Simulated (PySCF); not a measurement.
Sn²⁸⁺: ionisation energy

Sn²⁸⁺ [Ar] 3d4 [3d3/2^4, M_J = 0] → Sn²⁹⁺ [Ar] 3d3 [3d3/2^3, M_J = 3/2], as a difference of total energies. Calculation: PySCF 2.14, in an uncontracted even-tempered set (16 s from 4.3 bohr⁻², ratio 2.8; 12 p from 5.6 bohr⁻², ratio 2.8; 8 d from 5.6 bohr⁻², ratio 2.8; 3 f from 19 bohr⁻², ratio 3); the two-component X2C-1e Hamiltonian. Correlated levels: [Ne] frozen; the 74 highest virtual spinors dropped. "Screened" scales the spin-orbit matrix elements by Boettger's factors to mimic the two-electron term; Breit and QED terms are absent.

```tsv
method	ionisation energy (eV)
GHF (spin-free)	1593.9
GMP2 (spin-free)	1594.2
GHF (screened spin-orbit)	1593.9
GMP2 (screened spin-orbit)	1594.7
```

Breit and QED terms and the two-electron picture change are absent.

The spin-free rows relax to the high-spin LS determinant and lack the spin-orbit shift.

The labels give the starting determinants; with spin-orbit coupling the two ends relaxed to ⟨J²⟩ = 0.78, ⟨L²⟩ = 3.53, ⟨S²⟩ = 3.53 and ⟨J²⟩ = 4.53, ⟨L²⟩ = 10.22, ⟨S²⟩ = 2.91.

The determinant of Sn²⁸⁺ and of Sn²⁹⁺ mixes levels of different J (the jj label is only the starting occupation), so the difference between spin-free and spin-orbit rows is not the physical spin-orbit shift.

For comparison: 1596 ± 4 eV (theoretical estimate listed by NIST; NIST Atomic Spectra Database, ionization energies).
